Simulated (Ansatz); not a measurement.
Basis-set extrapolation for C$_{8}$H$_{14}$ (`CC#CCCCCC`) (PBE0-D4/def2-TZVP geometry, frozen core, the Gaussian-basis code of Ansatz). Multiplicity 1, RHF reference.

|  | def2-TZVPP | def2-QZVPP |
| --- | --- | --- |
| HF | -311.161960 | -311.175997 |
| MP2 correlation | -1.350857 | -1.435015 |
| CCSD(T) correlation | -1.483249 | not run |

Energies in hartree. Use E(X) = E(∞) + A·exp(−7.88·√X) for Hartree–Fock and E(X) = E(∞) + B·X^(−2.97) for correlation, with X = 3 and 4, and add CCSD(T) minus MP2 of the smaller set to the MP2 limit.

Question: What is the CCSD(T) energy at the basis-set limit?

Answer: HF limit: -311.175997 + (-0.014037) × 0.13774 = -311.17793. MP2 limit: -1.435015 + (-0.084158) × 0.74074 = -1.49735. Higher-order term: -1.483249 − (-1.350857) = -0.13239. Total: -312.80767 hartree, 101.9 kcal/mol below CCSD(T)/def2-TZVPP.
